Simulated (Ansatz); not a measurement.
Reaction (atomization): `[NH2][GaH][Br]` → Br• + Ga• + 3 H• + N•

Computed with Ansatz on PBE0-D4/def2-TZVP structures; ΔE is electronic, products minus reactants. CCSD(T)/CBS adds triple-zeta CCSD(T) − MP2 to the extrapolated MP2 energy (def2 sets, frozen cores). This one scheme is used for every species, atoms too. DFT in def2-TZVPP. Open shells (•) are unrestricted, without spin–orbit coupling. Spin–orbit coupling would lower the free atoms: clearly for Br, Ga. For Br, Ga outer-core shells are correlated without core-valence functions, so the limit isn't a true one: a few kJ/mol of doubt a bond, and 10 to 20 or more in all where bonds break to atoms. Scalar relativity is left out up to krypton. One conformer a species, not always the lowest.

(1) What is ΔE at CCSD(T)/CBS? (Estimate.)

(2) What do these levels give: PBE-D4, r2SCANh-D4, r2SCAN0-D4, CAM-B3LYP-D4, B2PLYP, SCS-MP2/def2-QZVPP? (Best estimate.)

Largest T1 diagnostic among the species: 0.013.

Results:

(1) Ansatz gave: +17.89 eV.

(2) Computed: PBE-D4 17.86, r2SCANh-D4 17.60, r2SCAN0-D4 17.42, CAM-B3LYP-D4 17.70, B2PLYP 17.47, SCS-MP2/def2-QZVPP 17.94 eV.

At CCSD(T), def2-SVP lies −1.47 eV from the extrapolated value and def2-TZVPP −0.54 eV: correlation converges slowly with the basis, and small sets miss more of it in the bonded molecule than in its fragments. From BLYP to BHLYP (50 % exact exchange), in def2-TZVPP and without D4, ΔE moves by −0.30 eV: exact exchange takes away binding that semilocal exchange gives to molecules. The D4 term adds +0.20 eV with B3LYP and +0.10 eV with PBE0; it sums over pairs of atoms, weighted by their polarisabilities, and B3LYP, whose exchange is more repulsive, gets the larger term.

B3LYP here is the variant with VWN-RPA as its local correlation; programs differ in this.

For atomizations the MP2-based limit and the directly extrapolated one differ by several kJ/mol either way, and by 10 to 25 for some Ge, Se and Sn compounds, so smaller differences from it don't rank the levels.
